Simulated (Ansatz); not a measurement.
GeEt2Me2 (C6H16Ge). The state is a singlet with charge 0. Geometry r2SCAN-D4/def2-SVP, basis def2-TZVP, Ansatz.

| run | HOMO (eV) | LUMO (eV) |
| --- | --- | --- |
| A | -6.21 | 0.16 |
| B | -7.46 | 0.83 |
| C | -7.27 | 0.51 |
| D | -6.49 | 0.75 |
| E | -6.26 | 0.06 |

B3LYP takes the VWN-RPA correlation.

The runs used B3LYP, PBE, PBE0, r2SCAN, revPBE. Estimate which is which.

A revPBE (0 % exact exchange); B PBE0 (25 % exact exchange); C B3LYP (20 % exact exchange); D r2SCAN (0 % exact exchange); E PBE (0 % exact exchange). Exact exchange lowers occupied and raises empty levels; among semilocal functionals meta-GGAs tend to open the gap a little, and such runs are hard to tell apart. The gap grows from 6.32 eV (PBE) to 8.29 eV (PBE0).
